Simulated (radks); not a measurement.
Task: The silicon ion Si8+, 6 electrons, occupied as [He] 2s2 2p2. Method: scalar-relativistic Kohn-Sham, r2SCAN, spin-polarised, spherical densities, finite nucleus; open shells are filled with parallel spins first; meta-GGA in the generalised Kohn-Sham scheme; Fermi nuclear charge, rms radius 3.1224 fm; computed with a radial shooting solver on a logarithmic mesh with Libxc functionals. Some entries of the table are withheld. Estimate them.

orbital,occ.,eigenvalue (hartree),<r^2> (bohr^2)
1s up,1,-76.62557,0.01656
1s down,1,-76.38222,0.01641
2s up,1,(1),0.2943
2s down,1,(2),0.3039
2p up,2,-12.12530,0.2418
2p down,0,-11.54819,0.2537
3s up,0,(3),(4)
3p up,0,-4.30005,1.898

Result: 
(1) 2s up eigenvalue (hartree): -13.48975
(2) 2s down eigenvalue (hartree): -13.00395
(3) 3s up eigenvalue (hartree): -4.67991
(4) 3s up <r^2> (bohr^2): 1.900
